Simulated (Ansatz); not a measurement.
H2Si2 (SMILES [Si]=[SiH2]) moved off its minimum; all values from Ansatz (an electronic-structure program), cores frozen in correlated methods.
(charge 0, multiplicity 1)
```xyz
4

Si    -0.9675     0.0662     0.1920
Si     1.1995    -0.0293    -0.2406
H     -1.7564     1.2171    -0.2160
H     -1.6830    -0.9736     0.9432
```

**Question.** Give the forces (eV/Å), the total energy and the dipole at CCSD(T)/aug-cc-pV(T+d)Z.

**Answer.** 
```json
[
 {"atom": "Si1", "Fx": "0.574", "Fy": "-0.244", "Fz": "0.014"},
 {"atom": "Si2", "Fx": "0.060", "Fy": "-0.018", "Fz": "-0.014"},
 {"atom": "H3", "Fx": "-0.414", "Fy": "0.383", "Fz": "-0.110"},
 {"atom": "H4", "Fx": "-0.220", "Fy": "-0.121", "Fz": "0.110"}
]
```
Energy -579.2090 hartree, dipole 0.26 D.

Doubts at one or more of the structures used: a restricted determinant that unrestricted orbitals would lower (CCSD(T)/aug-cc-pV(T+d)Z).
